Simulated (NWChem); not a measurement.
A series in which one site is exchanged, each optimised at PBE0/def2-SVP with NWChem, gas phase unless a solvent is named. This build's default masses of Se (78.918 u) and Br (79.917 u) are each other's, which moves their modes by up to 0.6 %. For some, no frequency run checked for a minimum. def2 effective core potentials on I; no spin-orbit coupling.

A: [Br][Be][SiH3] (BeSiH$_{3}$Br; site = Br)
B: [SiH3][Be][I] (BeSiH3I; site = I)
C: [SiH3][BeH] (BeSiH4; site = H)
D: [Be]([SiH3])[Cl] (BeSiH3Cl; site = Cl)

Values for A:

```
Property                                              Value
----------------------------------------------------  -----
dipole (D), PBE0/def2-SVP                              0.01
orbital gap (eV), PBE0/def2-SVP                        6.97
lowest singlet excitation, B3LYP/def2-SVPD, TDA (eV)   5.79
```

Q: How do these values change for the other members?

A: 
```csv
change from A,B,C,D
"dipole (D), PBE0/def2-SVP",+0.19,+0.39,+0.24
"orbital gap (eV), PBE0/def2-SVP",-0.35,-0.46,+0.20
"lowest singlet excitation, B3LYP/def2-SVPD, TDA (eV)",-0.68,-0.75,+0.21
```
